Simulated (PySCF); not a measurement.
SMILES Cc1ccccc1-c1ccc[se]1 (C11H10Se) at its GFN2-xTB optimised geometry (Å):

```
22

C     -2.3499    -0.7435    -0.0067
C     -1.5636     0.5308     0.0000
C     -2.2340     1.7463    -0.0027
C     -1.5540     2.9504    -0.0031
C     -0.1700     2.9521    -0.0024
C      0.5144     1.7534     0.0000
C     -0.1613     0.5308     0.0000
C      0.6477    -0.6843    -0.0232
C      1.8014    -0.8417    -0.7401
C      2.4793    -2.0675    -0.5559
C      1.8929    -2.9108     0.3297
Se     0.3322    -2.2093     1.0370
H     -3.3898    -0.5485    -0.2574
H     -2.3223    -1.2127     0.9800
H     -1.9416    -1.4524    -0.7269
H     -3.3150     1.7464    -0.0070
H     -2.1013     3.8813    -0.0035
H      0.3753     3.8842     0.0007
H      1.5943     1.7534     0.0185
H      2.1552    -0.0907    -1.4269
H      3.3898    -2.3072    -1.0795
H      2.2415    -3.8842     0.6244
```

Calculation: CAM-B3LYP/def2-SVP (PySCF). Cells within 0.4 Å of a nucleus heavier than hydrogen are left out (blank, or x).

Map of the electrostatic potential (hartree/e), clipped to [-0.08, 0.12] on the plane z = 1.2 Å:

```
|11111222222222222221111111111|
|11112222222222222221111111111|
|11122222222212222222111111111|
|11122222222111222222111111111|
|11222222222111222222111111111|
|12222222222211222211111111111|
|22222211223222321111111111111|
|22222211123323321111111111111|
|22222211122212221111211111111|
|22222222222111222222211111111|
|22222222332111233222111111111|
|22222222222111222211111111111|
|22222222223323321111111111111|
|22222222234434432100011111111|
|22222223344434432100000111111|
|22222223665445554200000011111|
|22222226998558998410000011111|
|22222228999699999931000011111|
|12222225997699999962000011111|
|11112222443599xx9994100011111|
|11111122222399999999410011111|
|11111111111259999999621111111|
|11111111111126999999732111111|
|11111111111123466689942211111|
|11111111111112233469843222111|
|11111111111112222345532222211|
|11111111111112222233332222211|
|11111111111111222222222222211|
|11111111111111222222222222211|
```
Scale: ten equal steps from -0.027 (start of '0') to 0.120 (end of '9'), in the order '0123456789'; x runs from -6.00 to 6.00, y from -6.00 (bottom) to 6.00 (top).
